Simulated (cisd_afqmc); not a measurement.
Input (AFQMC/CISD/def2-SVP; cisd_afqmc is a phaseless AFQMC code with CISD trial states that reads the integrals written by Ansatz):

Ansatz 0.2 input:
```python
import cisd_afqmc

open("ham.yaml", "w").write("""\
crystal:
  periodic: [false, false, false]
  atoms:
    - {symbol: Tl, position_ang: [-0.00000000, -0.00000000, -1.35233612]}
    - {symbol: I, position_ang: [0.00000000, 0.00000000, 2.06677785]}
basis:
  gaussian:
    orbitals: def2-SVP
total_charge: 1
magnetization: {spin_polarized: true, initial_magnetization: 1}
correlation: {method: ccsd, electrons: outside_noble_gas, hamiltonian_folder: ham}
""")
rep = cisd_afqmc.ansatz("ham.yaml")
e_ccsd = rep["correlation"]["coupled_cluster"]["energy"]["hartree"]
out = cisd_afqmc.run("ham", e_ccsd, trial="CISD", walkers=200, populations=8, threads=8, dt=0.005, steps=40, early=36, settle=10, least=32,
    cut=5e-5, rank_cut=2e-4, target=0.0004, seconds=1500, seed=1, memory=17280, gpu=False)
```

Output:

```
orbitals 34, occupied [5, 4], factors 180 of 687, rank of the doubles 107 of 265
E(HF) = -467.985753
E(CCSD) on the cut factors = -468.105053, shift to the whole factors 0.000000
Energy of the trial state on the determinant = -468.104925
  tau behind 10.8 of longer steps, mean of the populations' last blocks
   2.0  -468.10678
   4.0  -468.10683
   6.0  -468.10692
   8.0  -468.10682
blocks 337 (2 outliers left out), error by blocks joined: 1: 0.00004, 2: 0.00004, 4: 0.00005, 8: 0.00006, 16: 0.00007
E(AFQMC/CISD) = -468.10680 +/- 0.00007
```
